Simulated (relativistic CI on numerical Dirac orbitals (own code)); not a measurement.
Method of calculation: Dirac-Coulomb-Breit CI, orbitals from a KLI potential per configuration, QED by a radiative potential, unscaled Slater integrals (own radial code, finite nucleus).

The strongest absorption lines from the ground level of an ion, among the configurations computed and to levels below about 324 eV (vacuum wavelength in nm, gf): 4.0176 (0.45), 4.0215 (0.73), 8.0999 (7), 8.2909 (1.1), 8.4844 (8.7), 8.5035 (1.4), 10.625 (0.47), 10.840 (0.44).

Question: Which ion is it?
A. Pm²⁴⁺
B. Pr²²⁺
C. Eu²⁶⁺
D. Cs¹⁸⁺

Answer: B. Pr²²⁺ has 37 electrons and the ground level 4s²4p⁶4d ²D3/2; the strongest line goes to 4s²4p⁵4d² ²F°5/2. The pattern of lines fixes the number of electrons, and along that sequence the line energies rise steadily with the charge (about as its square where n changes within one kind of shell, about linearly where n is kept but much faster in heavy ions where fine structure, which grows about as Z⁴, sets the gap, and irregularly where shells cross), which fixes Z. Configurations outside the model, such as inner-shell arrays, can give stronger lines. At this charge energies of transitions that change n are usually good to better than 1 %, and those within a shell (Δn = 0) to a few per cent.

LS names give the leading component of a level, which can be under half, so a name can repeat, a term be missing and a line seem to break the LS rules.
